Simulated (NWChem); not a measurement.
# LaF3; SMILES [F][La]([F])[F]

Computed with NWChem. All runs use the structure optimised with PBE0/def2-SVP. def2 effective core potentials on La; no spin-orbit coupling. Vertical excitations in the gas phase; the lowest state need not have the same character in each row.

```tsv
level	lowest excitation, singlet (eV)	oscillator strength of that lowest state	orbital gap (eV)
PBE/def2-SVPD, full TDDFT	___	0.002	___
B3LYP/def2-SVPD, full TDDFT	6.24	0.002	7.28
PBE0/def2-SVPD, full TDDFT	6.61	0.002	7.91
```

Fill in the missing entries.


- PBE/def2-SVPD, full TDDFT, lowest excitation, singlet (eV): 5.40
- PBE/def2-SVPD, full TDDFT, orbital gap (eV): 5.38
